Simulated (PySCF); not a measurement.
AlClH4N2, SMILES [NH2][Al]([NH2])[Cl]. Atoms are numbered in the order given.

```xyz
8

Al     0.0000     0.0000     0.4132
Cl     0.0000     0.0000    -1.6950
N      0.0000    -1.5556     1.2442
H      0.0000    -2.4484     0.7655
H      0.0000    -1.6968     2.2470
N      0.0000     1.5556     1.2442
H      0.0000     1.6968     2.2470
H      0.0000     2.4484     0.7655
```

Coordinates come from a PBE0-D3(BJ)/def2-SVP optimisation. The values are those of a single conformer.

Calculation: ωB97X/def2-TZVPD run with PySCF.

ESP charges are fitted to the potential on shells at 1.4 to 2.0 van der Waals radii. Atomic charges (e):

```
atom  ESP fit  meta-Löwdin
----  -------  -----------
Al1      1.23   (withheld)
Cl2     -0.36   (withheld)
N3      -1.30   (withheld)
H4       0.41   (withheld)
H5       0.46   (withheld)
N6      -1.30   (withheld)
H7       0.46   (withheld)
H8       0.41   (withheld)
```

Q: What belongs in the gaps? (The exact figures need the calculation; the answer reports its results.)

A: 
- Al1, meta-Löwdin: 0.97
- Cl2, meta-Löwdin: -0.37
- N3, meta-Löwdin: -0.77
- H4, meta-Löwdin: 0.24
- H5, meta-Löwdin: 0.23
- N6, meta-Löwdin: -0.77
- H7, meta-Löwdin: 0.23
- H8, meta-Löwdin: 0.24
